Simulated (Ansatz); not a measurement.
Reaction (silylene loss): `FC#[C][GeH2][SiH3]` → `FC#[C][GeH3]` + `[SiH2]`

Isolated molecules relaxed with PBE0-D4/def2-TZVP in Ansatz; ΔE leaves out vibrations. CCSD(T)/CBS is the MP2 limit (def2-TZVPP, def2-QZVPP) plus CCSD(T) − MP2 in def2-TZVPP, frozen cores. This one scheme is used for every species. DFT in def2-TZVPP. For Ge outer-core shells are correlated without core-valence functions, which leaves a few kJ/mol of doubt a bond. Scalar relativity is left out up to krypton.

(1) Is it downhill or uphill in electronic energy at CCSD(T)/CBS, and by how much? (Estimate.)

(2) What do these levels give: r2SCAN-D4, r2SCAN0-D4, PBE, BLYP, r2SCAN0, CCSD(T)/def2-TZVPP? (An estimate is asked.)

Largest T1 diagnostic among the species: 0.014.

## Answers

(1) Ansatz gave: Uphill: ΔE = +2.63 eV.

(2) The calculation gave: r2SCAN-D4 2.86, r2SCAN0-D4 2.87, PBE 2.66, BLYP 2.35, r2SCAN0 2.84, CCSD(T)/def2-TZVPP 2.56 eV.

The D4 term adds +0.12 eV with B3LYP and +0.07 eV with PBE0; it sums over pairs of atoms, weighted by their polarisabilities, and B3LYP, whose exchange is more repulsive, gets the larger term. From PBE to PBE0 (25 % exact exchange), in def2-TZVPP and without D4, ΔE moves by +0.07 eV. At CCSD(T), def2-SVP lies −0.21 eV from the extrapolated value and def2-TZVPP −0.08 eV.

B3LYP here is the variant with VWN-RPA as its local correlation; programs differ in this.
